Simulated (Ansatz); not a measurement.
AlBFHSi+: where a starting geometry ends

The starting geometry of this gas-phase doublet was optimised with GFN2-xTB.

```xyz
5

Al   -3.0844    0.0983   -2.1101
B    -4.4468    1.0693   -0.4992
F    -5.7000    1.2440   -0.3457
Si   -2.5412    1.1752   -0.0332
H    -3.1147   -0.6471   -3.4995
```

Question: Where would you expect an optimisation with B3LYP/6-31G* to take it?

Answer: A bond breaks, giving a structure given below by its coordinates. Contacts that open: Al1–B2 (2.32 → 2.67 Å).

The energy falls by 0.21 eV over 7 steps:

```
step  E − E(last) (eV)
   1             0.212
   2             0.046
   3             0.004
   4             0.001
   5             0.000
   6             0.000
   7             0.000
```

Final geometry (Å):

```yaml
atoms:
  - { symbol: Al, position_ang: [-2.9928, 0.0405, -2.2051] }
  - { symbol: B, position_ang: [-4.5199, 1.1667, -0.3258] }
  - { symbol: F, position_ang: [-5.7765, 1.2986, -0.2564] }
  - { symbol: Si, position_ang: [-2.5937, 1.1380, -0.1103] }
  - { symbol: H, position_ang: [-3.0043, -0.7042, -3.5900] }
```

Frequencies at the end are all real (lowest 116 cm⁻¹). Open shells are spin-unrestricted. Run with Ansatz 0.2.0, 38 s on 1 thread of Arm Neoverse V1, with other jobs on the host.
